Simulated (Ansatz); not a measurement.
Relaxation of H2SZn (4 atoms, charge 0, multiplicity 1), to a largest force component of 0.02 eV/Å in at most 40 steps.

These are results of Ansatz, RKS PBE-D4/def2-SVP, not measurements.

```xyz
4
Properties=species:S:1:pos:R:3
S -0.240 -0.575 0.300
Zn -0.080 0.904 -0.418
H 0.763 -1.294 0.743
H -0.388 0.904 -0.645
```

Problem. Where does it end, and by what steps?

Solution. The forces met the threshold. After 13 steps the energy has fallen by 149.602 eV; H4 moved furthest, 1.14 Å. The start is strongly strained (largest force component 824 eV/Å).

```csv
step,energy less start (eV),largest force component (eV/Å),accepted
0,0.0000,824.489,yes
1,-126.2873,68.672,yes
2,-134.5394,52.816,yes
3,-140.9420,33.648,yes
4,-145.1401,16.442,yes
5,-147.3213,5.342,yes
6,-148.2570,3.204,yes
7,-148.9324,1.906,yes
8,-149.2188,1.195,yes
9,-149.4964,0.514,yes
10,-149.5710,0.334,yes
11,-149.5975,0.046,yes
12,-149.6003,0.034,yes
13,-149.6018,0.009,yes
```

```xyz
4
Properties=species:S:1:pos:R:3
S -0.085 -1.485 0.308
Zn -0.341 0.567 -0.413
H 1.028 -1.142 1.020
H -0.545 2.000 -0.936
```

Time of the run: 11 s on 1 CPU thread of a shared host.
